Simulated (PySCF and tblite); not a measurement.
Values are calculated unless marked as measured or tabulated.
Molecule: C₃H₈GeSe, numbered as in [CH2:1]1[CH2:2][Se:3][CH2:4][GeH2:5]1.

The ring 1–2–3–4–5 is held at Altona–Sundaralingam phase angles P (ν_j = ν_max cos(P + 144°(j − 2)), ν_j about the bond from ring atom j to j + 1, counted from 0) and the rest relaxed at GFN2-xTB. Energies: PBE0/pcSseg-1 + D3(BJ). Programs: tblite and PySCF.

Spin–orbit effects of heavy atoms are missing.

**Question.** Give the DFT energy and dipole along the phase angle P.

**Answer.** 
| phase angle P ° | E kcal/mol | dipole D | amplitude ° |
| --- | --- | --- | --- |
| 36 | 2.52 | 1.68 | 39 |
| 72 | 1.41 | 1.73 | 42 |
| 108 | 0.29 | 1.61 | 46 |
| 144 | 0.01 | 1.46 | 50 |
| 180 | 1.78 | 1.55 | 43 |
| 216 | 2.52 | 1.68 | 39 |
| 252 | 1.40 | 1.73 | 42 |
| 288 | 0.31 | 1.60 | 46 |
| 324 | 0.00 | 1.46 | 50 |
| 360 | 1.79 | 1.55 | 43 |

**Question.** How free is the pseudorotation?

**Answer.** The sampled points span 2.52 kcal/mol, from P = 324° to P = 216°; RT at 298 K is 0.59 kcal/mol, so it is hindered but fast.
